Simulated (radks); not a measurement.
Ionisation of the promethium ion Pm2+, [Xe] 4f5, to [Xe] 4f4 as the strength of local exchange is varied. Calculated with a radial shooting solver on a logarithmic mesh with Libxc functionals: scalar-relativistic Kohn-Sham, Slater X-alpha exchange (alpha = 2/3 is LDA exchange), no correlation, spin-polarised, spherical densities, finite nucleus; open shells are filled with parallel spins first (spin-orbit coupling, left out, can overturn this in heavy ions); Fermi nuclear charge, rms radius 4.962 fm.

| alpha | E(Pm2+) (hartree) | exchange (hartree) | IE (eV) | -e of the level emptied (eV) | <r> of it (bohr) |
|---|---|---|---|---|---|
| 0.667 | -10006.6404 | -215.5680 | 23.099 | 15.121 (4f) | 1.023 |
| 0.797 | -10048.8912 | -258.7061 | 26.892 | 18.465 (4f) | 0.9762 |
| 0.905 | -10084.1312 | -294.8140 | 30.247 | 21.490 (4f) | 0.9435 |
| 0.98 | -10108.6773 | -320.0325 | 32.679 | 23.709 (4f) | 0.9234 |
| 1.008 | -10117.8567 | -329.4775 | 33.607 | 24.561 (4f) | 0.9164 |

NIST Atomic Spectra Database: 22.4 +/- 0.08 eV (semi-empirical). The central value is not met in this range of alpha. Open shells are spherical and high-spin; term and fine-structure splittings are not resolved. Spin-orbit splitting is averaged out at the scalar-relativistic level.
